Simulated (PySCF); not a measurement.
```xyz
5
charge 0 multiplicity 3, angstrom
Co    0.0283    0.0270   -0.0669
O     1.5497   -0.0914    0.2581
O    -0.6063    1.4519   -0.0316
O    -0.9667   -1.3579   -0.0392
H    -1.2869   -1.6430    0.8243
```

Computed with UPBE0 in PySCF with Co def2-TZVP, O def2-TZVP, H def2-TZVP; no relativity; density-fitted integrals.

This geometry of CoO₂(OH) is a stationary point at this level.

Q: What is the point group?

A: Cs.

Q: Is it a minimum?

A: Yes: all harmonic wavenumbers are real.

Q: List the harmonic modes with their infrared intensities.

A: 
```csv
symmetry,ω (cm⁻¹),IR (km/mol)
a'',179,57.0
a',199,20.6
a'',290,39.9
a',336,1.1
a',730,145
a',771,34.3
a'',956,68.8
a',998,52.0
a',3847,183
```

Q: Give the atomic charges and bond orders.

A: 
| atom | Mulliken | Löwdin | polar tensor | spin (Mulliken) | Mayer order to Co1 |
| --- | --- | --- | --- | --- | --- |
| Co1 | 1.07 | 0.29 | 1.16 | 1.22 | – |
| O2,3 | -0.41 | -0.13 | -0.40 | 0.39 | 1.68 |
| O4 | -0.60 | -0.21 | -0.68 | -0.01 | 0.95 |
| H5 | 0.35 | 0.18 | 0.32 | 0.01 | 0.02 |
Other Mayer orders above 0.3: O–H 0.87, O–O 0.36.

This need not be the most stable arrangement of these atoms. With open d or f shells other occupations or spin states may lie lower.
